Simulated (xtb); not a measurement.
Cl4Fe (SMILES [Cl][Fe-]([Cl])([Cl])[Cl]), charge -1, sextet, at a GFN2-xTB geometry (such geometries of metal compounds can be far from the true shape); GFN1-xTB with ALPB(dmso) in xtb 6.7.1.

xtb was given this input:
```
$ xtb mol.xyz --gfn 1 --chrg -1 --uhf 5 --alpb dmso --json

# file mol.xyz
5

Fe    -0.00000000    -0.00000000    -0.00000000
Cl     1.71855113    -0.56358205    -1.20848796
Cl     0.65566275     0.46239914     2.02182572
Cl    -0.95592471     1.74942799    -0.87016982
Cl    -1.41828916    -1.64824508     0.05683206
```

The log (banner, timings and long lists left out):

```
   ID    Z sym.   atoms
    1   26 Fe     1
    2   17 Cl     2-5

           -------------------------------------------------
          |                Calculation Setup                |
           -------------------------------------------------

           -------------------------------------------------
          |                 G F N 1 - x T B                 |
           -------------------------------------------------

      * Solvation model:               ALPB
        Solvent                        dmso
        Parameter file                 internal GFN1-xTB/ALPB
        Dielectric constant                4.6680E+01
        Reference state                gsolv [1 M gas/solution]
        Free energy shift                  7.6243E-03 Eh       4.7843E+00 kcal/mol
        Temperature                        2.9815E+02 K
        Density                            1.1000E+00 kg/L
        Solvent mass                       7.8130E+01 g/mol
        Interaction kernel             P16
        Born radius scaling (c1)           1.7672E+00
        Born radii integrator          GBOBC
        Born offset                        0.0000E+00 a0       0.0000E+00 AA
        H-bond correction              true
        Ion screening                  false
        Surface tension                    1.0000E-05 Eh       1.5569E+01 dyn/cm
        Grid points                               230 per atom

          ...................................................
          :                      SETUP                      :
          :.................................................:
          :  # basis functions                  50          :
          :  # atomic orbitals                  45          :
          :  # shells                           15          :
          :  # electrons                        37          :
          :  # halogen bonds                     0          :
          :  max. iterations                   250          :
          :  Hamiltonian                  GFN1-xTB          :
          :  restarted?                      false          :
          :  GBSA solvation                   true          :
          :  PC potential                    false          :
          :  electronic temp.          300.0000000     K    :
          :  accuracy                    1.0000000          :
          :  -> integral cutoff          0.2500000E+02      :
          :  -> integral neglect         0.1000000E-07      :
[...]
         :: total energy             -20.409907315118 Eh    ::
[...]
        24                         -0.0162009              -0.4408
        25                         -0.0154523              -0.4205
        26                         -0.0042129              -0.1146
        27                         -0.0042129              -0.1146
        28                         -0.0042129              -0.1146
        29                         -0.0034758              -0.0946
        30                         -0.0034758              -0.0946
        31                         -0.0031139              -0.0847
        32                         -0.0031139              -0.0847
       ...                                ...                  ...
        45                          0.4894663              13.3191
      -------------------------------------------------------------
                  HL-Gap            0.3683334 Eh           10.0229 eV
             Fermi-level           -0.3132276 Eh           -8.5234 eV

  Mulliken/CM5 charges         n(s)   n(p)   n(d)
     1Fe    0.05913  0.26762   0.315  1.121  6.505
     2Cl   -0.26478 -0.31690   1.887  5.388 -0.011
     3Cl   -0.26478 -0.31690   1.887  5.388 -0.011
     4Cl   -0.26478 -0.31690   1.887  5.388 -0.011
     5Cl   -0.26478 -0.31690   1.887  5.388 -0.011

Wiberg/Mayer (AO) data.
largest (>0.10) Wiberg bond orders for each atom

 ---------------------------------------------------------------------------
     #   Z sym  total        # sym  WBO       # sym  WBO       # sym  WBO
 ---------------------------------------------------------------------------
     1  26 Fe   4.331 --     3 Cl   1.083     4 Cl   1.083     2 Cl   1.083
                             5 Cl   1.083
     2  17 Cl   1.194 --     1 Fe   1.083
     3  17 Cl   1.194 --     1 Fe   1.083
     4  17 Cl   1.194 --     1 Fe   1.083
     5  17 Cl   1.194 --     1 Fe   1.083
 ---------------------------------------------------------------------------

Topologies differ in total number of bonds
Writing topology from bond orders to xtbtopo.mol

 dipole moment from electron density (au)
     X       Y       Z
  -0.0000   0.0000   0.0000  total (Debye):    0.000

           -------------------------------------------------
          | TOTAL ENERGY              -20.409907315118 Eh   |
          | GRADIENT NORM               0.001822396042 Eh/α |
          | HOMO-LUMO GAP              10.022862401249 eV   |
           -------------------------------------------------

normal termination of xtb
```
